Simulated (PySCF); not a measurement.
## Diatomics of W with the halogens

HF with triple-zeta basis sets in PySCF, for the lowest determinant that a PBE0 search found; no spin–orbit coupling. De refers to high-spin ground-configuration atoms. A positive dipole means M(−)W(+).

```csv
M,basis,reference,state (unpaired electrons),Re (Å),ωe (cm⁻¹),De (eV),μ (D)
F,def2-TZVPP,UHF,"sextet (σ ↑, π ↑↑, δ ↑↑)",1.915,627,n/a,3.17
Cl,def2-TZVPPD,UHF,"sextet (σ ↑, π ↑↑, δ ↑↑)",2.353,355,n/a,4.29
Br,def2-TZVPP,UHF,"sextet (σ ↑, π ↑↑, δ ↑↑)",2.507,238,n/a,4.56
I,def2-TZVPP,UHF,"sextet (σ ↑, π ↑↑, δ ↑↑)",2.714,183,n/a,4.81
```

The shortest bond is that of WF (1.915 Å), the longest that of WI (2.714 Å).

The rows differ in basis set, which adds steps of its own.

Down a group the atoms grow and get heavier, so bonds lengthen and wavenumbers fall; this series shows no clear exception.

De is left out where the level can put another filling of the metal’s s and d shells below the measured ground configuration, by anything from nothing to about 1 eV. Spin–orbit coupling is left out, which matters for elements this heavy, above all for dissociation energies. Hartree–Fock leaves out correlation, which carries a large part of most bond energies and some tenths to 1 eV of ionisation energies. With d or f electrons several states lie close, and the lowest PBE0 determinant need not be the measured ground state.
